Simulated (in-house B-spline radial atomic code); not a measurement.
Configurations of neutral rubidium, with energies counted from [Kr] 5s1. Method: scalar-relativistic (X2C) AM05, spin-polarised, spherical fractional occupations, Fermi nucleus of rms radius 4.2036 fm. Calculated with an all-electron radial atomic-structure program (B-spline basis). Shells without spins written out take the highest spin.

Occupations are held fixed; configurations that lie above the ionisation limit could autoionise.

| configuration | E - E(ref) (eV) | highest orbital | its <r> (bohr) |
| --- | --- | --- | --- |
| [Kr] 6f1 | 3.7121 | 6f up | 42.28 |
| [Ar] 3d10 4s2 4p(3 up, 2 down) 5s(0 up, 1 down) 5f(1 up, 0 down) | 20.201 | 5f up | 27.26 |
| [Ar] 3d10 4s(0 up, 1 down) 4p6 5s(0 up, 1 down) 6d(0 up, 1 down) | 36.319 | 6d down | 20.57 |
| [Ar] 3d10 4s1 4p6 5s1 5f1 | 36.602 | 5f up | 27.11 |
| [Ne] 3s2 3p5 3d10 4s2 4p6 4d1 5s1 | 233.14 | 4d up | 3.78 |
| [Ne] 3s2 3p5 3d10 4s2 4p6 5s1 6d1 | 236.13 | 6d up | 20.4 |

Task: Order these further configurations by energy, lowest first.
A. [Ne] 3s2 3p(2 up, 3 down) 3d10 4s2 4p6 5s(1 up, 0 down) 5f(1 up, 0 down)
B. [Ar] 3d10 4s(1 up, 0 down) 4p6 4d(1 up, 0 down) 5s(0 up, 1 down)
C. [Kr] 5p1
D. [Ne] 3s2 3p5 3d10 4s2 4p6 5s1 5d1
E. [Ar] 3d10 4s1 4p6 5s1 5d1

Result: C (1.5298 eV), B (33.85 eV), E (35.773 eV), D (235.58 eV), A (236.44 eV).

Task: How far above the reference does [Ne] 3s2 3p5 3d10 4s2 4p6 5s1 6p1 lie?

Result: 235.45 eV; its least bound orbital is 6p up with <r> = 12.61 bohr.

Task: How far above the reference does [Ar] 3d10 4s1 4p6 5s2 lie?

Result: 31.877 eV; its least bound orbital is 5s down with <r> = 4.457 bohr.
